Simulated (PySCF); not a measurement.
methylammonium (CH6N), SMILES [NH3+]C, charge +1.

Coordinates come from a PBE0-D3(BJ)/def2-TZVP optimisation.

Level of theory: PBE0/def2-TZVPD run with PySCF.

Symmetry labels are those of the subgroup Cs that the program uses (full group C3v).

Computed valence orbital energies around the gap with their symmetry:
```csv
orbital,symmetry,energy (eV)
HOMO−7,A',-285.25
HOMO−6,A',-34.09
HOMO−5,A',-26.06
HOMO−4,A",-22.41
HOMO−3,A',-22.41
HOMO−2,A',-19.72
HOMO−1,A",-17.36
HOMO,A',-17.36
LUMO,A',-5.49
LUMO+1,A',-3.66
LUMO+2,A",-3.53
LUMO+3,A',-3.53
```
